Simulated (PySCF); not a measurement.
**Dipole response of Cr (chromium, neutral)**

[Ar] 3d5 4s1, high-spin 7S determinant. All numbers are calculated (PySCF 2.14, the spin-free X2C one-electron Hamiltonian (Gaussian nucleus), in x2c-QZVPPall with one added diffuse shell each of s, p, d, f, g type (12s8p6d4f3g, 121 functions)). Coupled (time-dependent) response in atomic units; α is the mean over directions.

| method | mean α (bohr³) | C₆ (like pair) | S(−4) |
| --- | --- | --- | --- |
| PBE0 | 74.64 | 627.4 | 4172 |

S(−4) is the Cauchy moment in α(ω) = α(0) + S(−4) ω² + …

Reference α: 83 ± 12 bohr³ (recommended; Schwerdtfeger and Nagle, table of static dipole polarizabilities (2023 update)). Published C₆: 602.0 (Chu and Dalgarno (2004); Tang, Norbeck and Certain (1976)).

α(iu) at PBE0:

```json
{"u (hartree)": "0", "α(iu) (bohr³)": "74.64"}
{"u (hartree)": "0.0500", "α(iu) (bohr³)": "65.63"}
{"u (hartree)": "0.100", "α(iu) (bohr³)": "48.94"}
{"u (hartree)": "0.200", "α(iu) (bohr³)": "26.43"}
{"u (hartree)": "0.300", "α(iu) (bohr³)": "16.60"}
{"u (hartree)": "0.500", "α(iu) (bohr³)": "8.966"}
{"u (hartree)": "0.750", "α(iu) (bohr³)": "5.462"}
{"u (hartree)": "1.00", "α(iu) (bohr³)": "3.831"}
{"u (hartree)": "1.50", "α(iu) (bohr³)": "2.297"}
{"u (hartree)": "2.00", "α(iu) (bohr³)": "1.567"}
{"u (hartree)": "3.00", "α(iu) (bohr³)": "0.8781"}
{"u (hartree)": "5.00", "α(iu) (bohr³)": "0.3949"}
```

A single London oscillator, α(iu) = α/(1 + u²/ω²), gives C₆ = (3/4) ω α². Matching the computed C₆ needs ω = 4 × 627.4 / (3 × 74.64²) = 0.150 hartree.
